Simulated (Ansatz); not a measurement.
Ideal-gas functions of `[NH2][GeH2][O]` radical at 500 K and 1 bar, from an Ansatz frequency run at PBE0-D4/def2-TZVP.

Molar mass 106.65 g/mol, point group C1 (symmetry number 1), electronic degeneracy 2, moments of inertia 31.115, 78.492, 100.911 u Å². Harmonic wavenumbers (cm⁻¹, unscaled): 122, 242, 379, 457, 588, 678, 722, 763, 832, 907, 1574, 2122, 2171, 3593, 3696.

Use S(trans) = R[1.5 ln M + 2.5 ln T − 1.1517]; rotational temperatures θ = 24.2544 K / I; S(rot) = R[ln(√π/σ · √(T³/θAθBθC)) + 1.5]; for each mode x = 1.438777 ν̃/T, S = R[x/(eˣ − 1) − ln(1 − e⁻ˣ)] and H = RT x/(eˣ − 1); 1 cm⁻¹ = 0.0119627 kJ/mol; R = 8.31446 J/(mol·K).

Question: By hand: the entropy, in J/(mol·K).

Answer: Translation 177.8. Rotation: θ = 0.7795, 0.309, 0.2404 K, giving 106.6. Vibration, mode by mode: 17.06, 11.49, 7.99, 6.61, 4.87, 3.96, 3.59, 3.27, 2.79, 2.36, 0.50, 0.13, 0.12, 0.00, 0.00, in all 64.7. Electronic 5.8. Sum 354.9 J/(mol·K).

Question: By hand: H − E and G − E in kJ/mol, counted from the electronic energy.

Answer: Zero-point energy ½ × 18846 × 0.0119627 = 112.7; thermal vibration 18.1; translation, rotation and pV give 4 RT = 16.6. H − E = 147.4 kJ/mol, and G − E = 147.4 − 500 × 354.9/1000 = -30.1 kJ/mol.

Vibration gives 18 % of the entropy, 17.1 J/(mol·K) of it from the mode under 150 cm⁻¹: soft modes count most, and the harmonic formula is weakest for them. The sum counts one conformer and one mirror image; others add a mixing term.
